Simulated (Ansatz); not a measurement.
Ansatz (a first-principles code) input (CCSD(T)/6-31G):

Ansatz 0.2 input:
```yaml
crystal:
  periodic: [false, false, false]
  atoms:
    - {symbol: C, position_ang: [-0.94041224, 0.77188622, -0.06851617]}
    - {symbol: C, position_ang: [0.37398335, 1.12530834, -0.18279948]}
    - {symbol: C, position_ang: [1.19519894, -0.09631898, -0.04266385]}
    - {symbol: C, position_ang: [0.35528975, -1.15557957, 0.15258777]}
    - {symbol: C, position_ang: [-0.98348464, -0.64491885, 0.14130909]}
    - {symbol: H, position_ang: [-1.79580188, 1.42540909, -0.12371382]}
    - {symbol: H, position_ang: [0.76672119, 2.11736370, -0.34694811]}
    - {symbol: H, position_ang: [2.27333472, -0.12385076, -0.08985335]}
    - {symbol: H, position_ang: [0.63312916, -2.18783030, 0.29076902]}
    - {symbol: H, position_ang: [-1.88083415, -1.23335468, 0.27024210]}
basis:
  gaussian:
    orbitals: 6-31G
magnetization: {spin_polarized: true, initial_magnetization: 1}
correlation: {method: ccsd_t, electrons: outside_noble_gas}
```

End of the output:

```
integrals: 0.05 GiB planned
795 factors; integrals over basis functions are off by at most 2.4e-4 eV
mean field: 0.16 GiB planned
mean field evaluation 1: about -5225.5337 eV, gradient 1.7e1 eV
mean field evaluation 2: about -5225.5455 eV, gradient 1.7e1 eV
mean field evaluation 4: about -5227.7212 eV, gradient 2.3e0 eV
mean field evaluation 8: about -5227.9471 eV, gradient 3.6e-1 eV
mean field evaluation 16: about -5225.5344 eV, gradient 1.7e1 eV
mean field evaluation 32: about -5227.7717 eV, gradient 4.8e-1 eV
mean field evaluation 64: about -5226.9623 eV, gradient 6.3e-4 eV
mean field -5227.95720532 eV, -192.1238836589 hartree, gradient 2.1e-6 eV, S^2 1.024600; 2 other end points of the search recorded, 0 dependent functions left out
determinant -5227.95720532 eV, -192.1238836589 hartree, with singles and doubles -5240.15825944 eV, -192.5722641275 hartree
determinant -5226.96234829 eV, -192.0873233372 hartree, with singles and doubles -5239.34712696 eV, -192.5424555588 hartree
5 core orbitals not correlated
reference -5227.95720532 eV, -192.1238836589 hartree; 13, 12 occupied and 37, 38 virtual orbitals, 795 factors
second order -10.61577955 eV of doubles, -0.00000000 eV of singles
coupled cluster: 0.25 GiB planned
cycle   1  -12.20198807 eV  change   -9.3e-4 eV  update   2.0e-3
cycle   2  -12.20262570 eV  change   -6.4e-4 eV  update   1.4e-3
cycle   3  -12.20262520 eV  change    5.0e-7 eV  update   6.3e-4
cycle   4  -12.20267412 eV  change   -4.9e-5 eV  update   2.8e-4
cycle   5  -12.20327711 eV  change   -6.0e-4 eV  update   9.9e-5
cycle   6  -12.20355921 eV  change   -2.8e-4 eV  update   4.2e-5
cycle   7  -12.20354585 eV  change    1.3e-5 eV  update   1.7e-5
cycle   8  -12.20352542 eV  change    2.0e-5 eV  update   6.0e-6
coupled cluster: 0.25 GiB planned
perturbative correction -0.41473703 eV, -0.0152413046 hartree
Total energy: -5240.57546776 eV, -192.5875962507 hartree
```

It need not be the lowest isomer of its formula.

The determinant is spin-contaminated: <S^2> is 1.02 against 0.75 for a pure state.
